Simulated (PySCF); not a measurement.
BSe at ROHF-CCSD(T)

Level: ROHF-CCSD(T). basis B def2-TZVPP, Se def2-TZVPP; no relativity; PySCF 2.14.

```json
{"state": "²Σ⁺ (doublet), unpaired electrons σ ↑", "bond length": "1.754 Å", "harmonic wavenumber": "970 cm⁻¹", "force constant": "5.36 mdyn/Å", "rotational constant Be": "0.5666 cm⁻¹", "anharmonicity ωexe": "4.73 cm⁻¹", "vibration–rotation constant αe": "0.00377 cm⁻¹", "well depth De to B + Se": "4.80 eV", "dissociation energy D0": "4.74 eV"}
```

Correlated steps freeze 10 core orbitals. Spin–orbit coupling is left out. The state is the lowest determinant that a PBE0 search found; another state may lie lower at other levels.
